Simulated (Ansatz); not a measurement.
Cost and result for the atomization energy of CH₆F₂Si₂, SMILES `F[SiH](F)C[SiH3]` (11 atoms, 10 bonds).

Z-matrix (Å, degrees):
```
Si
F 1 1.590
C 1 1.838 2 109.8
F 1 1.590 2 107.1 3 119.0
H 1 1.477 2 107.5 3 -125.7
Si 3 1.882 1 116.6 2 58.2
H 3 1.096 1 108.1 2 -64.2
H 3 1.096 1 108.0 2 -179.4
H 6 1.485 3 110.2 1 59.6
H 6 1.487 3 109.5 1 179.3
H 6 1.485 3 110.1 1 -61.0
```

Total charge 0; spin multiplicity 1. The geometry is a stationary point of PBE0-D4/def2-TZVP. It is one conformer, not always the lowest. Program: Ansatz. All runs use 4 threads of an Arm Neoverse V1 on a shared host. Times are those of one run each, without the atoms' runs, and a repeat can differ threefold. Electronic energies, without spin–orbit coupling; frozen cores. CCSD(T)/CBS adds CCSD(T) − MP2 in def2-TZVPP to the MP2 limit, and its time is that of the two runs behind it. T1 = 0.011. B3LYP takes the VWN-RPA correlation (the form of Gaussian; ORCA's B3LYP/G).

CCSD(T)/CBS is a level of theory with its own doubt, some kJ/mol a heavy atom from the limit and from the frozen cores, so smaller differences don't rank the functionals.

```
                             level  functions  wall time
   PBE-D4/def2-TZVPP (with forces)        261      2.6 s
                PBE0-D4/def2-TZVPP        261      3.2 s
 B3LYP-D4/def2-TZVPP (with forces)        261      4.9 s
r2SCAN-D4/def2-TZVPP (with forces)        261      5.5 s
                 B2PLYP/def2-TZVPP        261        6 s
                ωB97X-V/def2-TZVPP        261      8.5 s
  ωB97M-V/def2-TZVPP (with forces)        261       13 s
                    MP2/def2-QZVPP        491       23 s
                CCSD(T)/def2-TZVPP        261      3 min
                 CCSD(T)/CBS(def2)          –    3.4 min
```

Task: What atomization energy does each give, and how far from CCSD(T)/CBS? (Best estimate.)

Result: The calculation gave: 
```tsv
level	atomization (kJ/mol)	difference from CCSD(T)/CBS	per bond
PBE-D4/def2-TZVPP (with forces)	4022.0	-20.5	-2.0
PBE0-D4/def2-TZVPP	3981.0	-61.5	-6.1
B3LYP-D4/def2-TZVPP (with forces)	4008.4	-34.1	-3.4
r2SCAN-D4/def2-TZVPP (with forces)	4027.4	-15.1	-1.5
B2PLYP/def2-TZVPP	3979.6	-62.9	-6.3
ωB97X-V/def2-TZVPP	4044.0	1.5	0.1
ωB97M-V/def2-TZVPP (with forces)	4033.5	-9.0	-0.9
MP2/def2-QZVPP	4060.4	17.9	1.8
CCSD(T)/def2-TZVPP	3938.0	-104.5	-10.5
CCSD(T)/CBS(def2)	4042.5	0.0	0.0
```

The D4 term adds +37.7 kJ/mol with B3LYP and +19.8 kJ/mol with PBE0; it sums over pairs of atoms, weighted by their polarisabilities, and B3LYP, whose exchange is more repulsive, gets the larger term. From PBE to PBE0 (25 % exact exchange), in def2-TZVPP and without D4, the atomization energy moves by −37.4 kJ/mol: exact exchange takes away binding that semilocal exchange gives to molecules. In def2-TZVPP, CCSD(T) changes the Hartree–Fock value by +851.2 kJ/mol (the triples alone add +42.6 kJ/mol) and MP2 by +909.9 kJ/mol; breaking electron pairs costs correlation energy, which Hartree–Fock lacks.
